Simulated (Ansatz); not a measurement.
System: sum formula AlNH$_{2}$Cl$_{2}$, charge 0, multiplicity 1. SMILES: [Al]([NH2])([Cl])[Cl]
Structure (B3LYP-D3(BJ)/def2-TZVP (Ansatz, an electronic-structure program) minimum search):
```
Al
N 1 1.7500
H 2 1.0074 1 124.41
H 2 1.0074 3 111.19 1 -180.00
Cl 1 2.0896 2 120.01 3 0.00
Cl 1 2.0896 2 120.01 3 -180.00
```
Charge 0, spin multiplicity 1.

Parts of the frozen-core correlation energy in aug-cc-pV(D+d)Z (Ansatz, hartree). Frozen orbitals: 16; correlated occupied orbitals by spin: 12 and 12; virtual: 109 and 109. Spin-orbit coupling is left out. Non-relativistic.

| term | value |
|---|---|
| reference (HF) | -1216.76033 |
| MP2 opposite-spin | ___ |
| MP2 same-spin | ___ |
| CCSD correlation | -0.57723 |
| (T) | ___ |
| T1 diagnostic | 0.010 |
| largest doubles amplitude | 0.021 |

Complete the blanks.


- MP2 opposite-spin, value: -0.39707
- MP2 same-spin, value: -0.14268
- (T), value: -0.01744
